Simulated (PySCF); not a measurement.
Al(Me)2(PH2) (C2H8AlP), SMILES [CH3][Al]([CH3])[PH2]. Coordinates come from a PBE0-D3(BJ)/def2-SVP optimisation. The structure was generated by enumeration; whether it is a known compound was not checked. Other conformers were not sampled.

Task: Give the equilibrium geometry at PBE0-D3(BJ)/def2-SVP (PySCF confirms it by a frequency run) as bond lengths and angles. (The exact figures need the calculation; the answer reports its results.)

Result: This is not unique; one that fits is 
Atoms: Al1 C2 H3 H4 H5 C6 H7 H8 H9 P10 H11 H12. Bonded distances (Å): Al1–C2 1.958, Al1–C6 1.959, Al1–P10 2.339, C2–H3 1.104, C2–H4 1.104, C2–H5 1.101, C6–H7 1.105, C6–H8 1.102, C6–H9 1.102, P10–H11 1.429, P10–H12 1.429. Angles (°): C2–Al1–C6 121.6, C2–Al1–P10 119.5, C6–Al1–P10 118.8, Al1–C2–H3 110.9, Al1–C2–H4 110.2, Al1–C2–H5 113.8, H3–C2–H4 106.2, H3–C2–H5 107.9, H4–C2–H5 107.6, Al1–C6–H7 109.9, Al1–C6–H8 112.6, Al1–C6–H9 112.4, H7–C6–H8 106.6, H7–C6–H9 106.8, H8–C6–H9 108.2, Al1–P10–H11 95.0, Al1–P10–H12 94.9, H11–P10–H12 95.1.
Charge 0, spin multiplicity 1.
